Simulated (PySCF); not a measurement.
**Electronic absorption of C5H7FOSi**

Species: C5H7FOSi.
Structure used (GFN2-xTB), in Å, numbered top down from 1:
```xyz
15
C5H7FOSi angstrom
C      2.634    0.009   -1.018
C      1.773   -0.677   -0.549
C      0.717   -1.476    0.031
C     -0.538   -0.641    0.255
F     -1.554   -1.537    0.644
O     -0.383    0.313    1.265
C     -1.046    1.475    0.731
Si    -1.253    0.659   -0.997
H      3.406    0.589   -1.428
H      0.468   -2.310   -0.631
H      1.046   -1.873    0.996
H     -0.384    2.338    0.821
H     -1.960    1.677    1.296
H     -2.614    0.363   -1.428
H     -0.316    1.100   -2.021
```

Method used: TDDFT PBE0/def2-SVPD, vertical, gas phase, core orbitals frozen in the response in PySCF 2.14.0, density-fitted response routines.

Question: What does the calculation give for the low-lying excited states?

Answer: 

```json
{"state": "S1", "E (eV)": "6.33", "E (hartree)": "0.2327", "f": "0.044", "main configurations (H = HOMO, L = LUMO)": "H→L (78%), H-2→L (14%)"}
{"state": "S2", "E (eV)": "6.47", "E (hartree)": "0.2379", "f": "0.0071", "main configurations (H = HOMO, L = LUMO)": "H-2→L (64%), H-1→L (20%), H→L (12%)"}
{"state": "S3", "E (eV)": "6.58", "E (hartree)": "0.2418", "f": "0.0001", "main configurations (H = HOMO, L = LUMO)": "H-1→L (48%), H-2→L (15%), H-1→L+3 (15%)"}
{"state": "S4", "E (eV)": "6.77", "E (hartree)": "0.2489", "f": "0.0003", "main configurations (H = HOMO, L = LUMO)": "H-1→L (27%), H-1→L+3 (15%), H-1→L+2 (14%)"}
{"state": "S5", "E (eV)": "6.83", "E (hartree)": "0.2510", "f": "0.0046", "main configurations (H = HOMO, L = LUMO)": "H-3→L (70%), H-4→L (15%)"}
{"state": "S6", "E (eV)": "7.00", "E (hartree)": "0.2573", "f": "0.0025", "main configurations (H = HOMO, L = LUMO)": "H-1→L+4 (23%), H→L+3 (15%), H→L+2 (13%)"}
{"state": "S7", "E (eV)": "7.05", "E (hartree)": "0.2592", "f": "0.010", "main configurations (H = HOMO, L = LUMO)": "H→L+4 (38%), H-3→L+4 (14%), H-1→L+4 (11%)"}
{"state": "S8", "E (eV)": "7.14", "E (hartree)": "0.2623", "f": "0.043", "main configurations (H = HOMO, L = LUMO)": "H-4→L (66%), H-3→L (20%)"}
```

Triplets, Tamm–Dancoff:

| state | E (eV) | λ (nm) | main configurations (H = HOMO, L = LUMO) |
| --- | --- | --- | --- |
| T1 | 5.42 | 228.6 | H-1→L+4 (35%), H→L+3 (14%), H→L+2 (10%) |
| T2 | 5.65 | 219.4 | H→L (61%), H-3→L (20%) |
| T3 | 5.95 | 208.3 | H-1→L+3 (24%), H-1→L+2 (15%), H→L+4 (13%) |

The lowest singlet lies at 6.33 eV (196 nm, vacuum ultraviolet) and is of moderate strength; its leading configuration is HOMO→LUMO (78%). The largest oscillator strength of a single state is 0.044. Löwdin shares by element: HOMO carbon 65% or more (atoms not listed hold the other 35%); LUMO silicon 43%, hydrogen 22% or more, carbon 11% or more (atoms not listed hold the other 24%). The listed states span 0.80 eV, and the widest gap between neighbours is 0.19 eV (S3 to S4). Weighted by f, the mean energy of these states is 6.75 eV. The oscillator strengths of these states sum to 0.112; summed over the whole spectrum of an exact calculation they would give the number of electrons, 68 (Thomas–Reiche–Kuhn). Singlets were solved by full linear response, triplets in the Tamm–Dancoff approximation.

One conformer stands for the species.
